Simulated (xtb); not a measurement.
I₂Zn, charge +1, doublet, from a rough starting geometry (GFN-xTB shapes and energies of metal compounds can be far from the true ones) (a state made from the parent by changing its charge; the spin is typed, not shown lowest); GFN2-xTB run with xtb.

Input for xtb:
```
$ xtb mol.xyz --gfn 2 --chrg 1 --uhf 1 --opt vtight --json

# file mol.xyz
3

Zn    -0.04203817    -0.04749935     0.01521474
I     -0.19121671     1.93330640    -1.47218592
I      0.27312355    -1.92690358     1.49844275
```

**Question.** Write the output that xtb gives for this input, abridged.

**Answer.** 
```
   ID    Z sym.   atoms
    1   30 Zn     1
    2   53 I      2, 3

           -------------------------------------------------
          |                Calculation Setup                |
           -------------------------------------------------

           -------------------------------------------------
          |                 G F N 2 - x T B                 |
           -------------------------------------------------

          ...................................................
          :                      SETUP                      :
          :.................................................:
          :  # basis functions                  24          :
          :  # atomic orbitals                  22          :
          :  # shells                            8          :
          :  # electrons                        15          :
          :  max. iterations                   250          :
          :  Hamiltonian                  GFN2-xTB          :
          :  restarted?                      false          :
          :  GBSA solvation                  false          :
          :  PC potential                    false          :
          :  electronic temp.          300.0000000     K    :
          :  accuracy                    1.0000000          :
          :  -> integral cutoff          0.2500000E+02      :
          :  -> integral neglect         0.1000000E-07      :
          :  -> SCF convergence          0.1000000E-05 Eh   :
          :  -> wf. convergence          0.1000000E-03 e    :
          :  Broyden damping             0.4000000          :
          :  net charge                          1          :
          :  unpaired electrons                  1          :
          ...................................................

 iter      E             dE          RMSdq      gap      omega  full diag
   1     -7.7006583 -0.770066E+01  0.208E+01    5.19       0.0  T
   2     -7.6769131  0.237452E-01  0.594E+00    5.85       1.0  T
   3     -7.5850588  0.918543E-01  0.127E+01    4.45       1.0  T
   4     -7.6899252 -0.104866E+00  0.765E+00    4.72       1.0  T
   5     -7.6600799  0.298454E-01  0.727E+00    4.68       1.0  T
   6     -7.7363406 -0.762608E-01  0.146E+00    5.07       1.0  T
   7     -7.7373726 -0.103202E-02  0.120E+00    5.16       1.0  T
   8     -7.7340225  0.335009E-02  0.147E+00    5.13       1.0  T
   9     -7.7383754 -0.435284E-02  0.424E-01    5.10       1.0  T
[...]
         :: total energy              -7.726029674853 Eh    ::
 * total energy  :    -7.7260297 Eh     change       -0.2209788E-11 Eh
 * total energy  :    -7.7268050 Eh     change       -0.7753699E-03 Eh
 * total energy  :    -7.7275765 Eh     change       -0.7714803E-03 Eh
 * total energy  :    -7.7276505 Eh     change       -0.7401069E-04 Eh
 * total energy  :    -7.7276769 Eh     change       -0.2638000E-04 Eh
 * total energy  :    -7.7276794 Eh     change       -0.2523827E-05 Eh
 * total energy  :    -7.7276800 Eh     change       -0.5638499E-06 Eh
 * total energy  :    -7.7276801 Eh     change       -0.1179065E-06 Eh
 * total energy  :    -7.7276801 Eh     change       -0.2835729E-07 Eh
   *** GEOMETRY OPTIMIZATION CONVERGED AFTER 9 ITERATIONS ***
         :: total energy              -7.727680150028 Eh    ::
[...]
        17                         -0.2632672              -7.1639
        18                         -0.2632672              -7.1639
        19                         -0.1891196              -5.1462
       ...                                ...                  ...
        22                          2.1551760              58.6453
      -------------------------------------------------------------
                  HL-Gap            0.1644212 Eh            4.4741 eV
             Fermi-level           -0.6347094 Eh          -17.2713 eV

     #   Z          covCN         q      C6AA      α(0)
     1  30 Zn       1.661     0.325   121.233    21.508
     2  53 I        0.831     0.338   347.931    32.201
     3  53 I        0.831     0.338   347.931    32.201

 Mol. C6AA /au·bohr⁶  :       2328.838362
 Mol. C8AA /au·bohr⁸  :     206328.493880
 Mol. α(0) /au        :         85.909842

Wiberg/Mayer (AO) data.
largest (>0.10) Wiberg bond orders for each atom

 ---------------------------------------------------------------------------
     #   Z sym  total        # sym  WBO       # sym  WBO       # sym  WBO
 ---------------------------------------------------------------------------
     1  30 Zn   1.951 --     2 I    0.976     3 I    0.976
     2  53 I    1.374 --     1 Zn   0.976     3 I    0.398
     3  53 I    1.374 --     1 Zn   0.976     2 I    0.398
 ---------------------------------------------------------------------------

Topologies differ in total number of bonds
Writing topology from bond orders to xtbtopo.mol

molecular dipole:
                 x           y           z       tot (Debye)
 q only:        0.025      -0.026       0.026
   full:        0.024      -0.026       0.026       0.112
molecular quadrupole (traceless):
                xx          xy          yy          xz          yz          zz
 q only:       -7.427      -1.748       6.608       1.347     -10.980       0.819
  q+dip:        0.883       0.207      -0.786      -0.159       1.305      -0.097
   full:        1.615       0.379      -1.437      -0.292       2.386      -0.178

optimized geometry written to: xtbopt.xyz

           -------------------------------------------------
          | TOTAL ENERGY               -7.727680150028 Eh   |
          | GRADIENT NORM               0.000015894755 Eh/α |
          | HOMO-LUMO GAP               4.474129092079 eV   |
           -------------------------------------------------

normal termination of xtb
```
